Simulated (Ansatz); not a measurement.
The cluster Li₄N⁺, relaxed as a singlet with RKS B3LYP-D4/def2-TZVP in Ansatz, starting from the GFN2-xTB geometry. Force threshold 0.02 eV/Å.

The structure comes from a short search, and lower isomers may exist.

Start:

```xyz
5

Li    0.6768    1.6440    0.4198
Li    0.6562    0.1640   -1.6982
Li   -0.6646   -0.1589    1.6936
Li   -0.6546   -1.6564   -0.4109
N    -0.0138    0.0072   -0.0043
```

Question: Estimate the energy that the relaxation releases and the steps that it takes.

Answer: 20.6 kcal/mol, in 11 steps; 7 s on 4 threads of Arm Neoverse V2 on a shared host. No frequencies were taken in this run, so the end may be a saddle point.

Question: Does the start keep its bonding and symmetry?

Answer: By distances, no bond broke or formed, bridged metal pairs apart. The bond that changes most is Li4–N5, from 1.83 to 1.78 Å (atoms count from 1). Metal–metal contacts that move far: Li1–Li4 3.65 to 2.90 Å, Li2–Li3 3.65 to 2.90 Å. The end is the same structure that another start reached, the lowest one found. Point group D4h at the start, Td at the end, both within 0.05 Å.

Question: Predict the relaxed structure.

Answer: 
```xyz
5

Li    1.4096    0.8807    0.6315
Li   -0.3583    0.5590   -1.6495
Li   -1.4056    0.3022    1.0462
Li    0.3544   -1.7420   -0.0283
N    -0.0001    0.0001    0.0000
```
Bond lengths (bridged metal pairs left out): 4 × Li–N 1.78 Å.
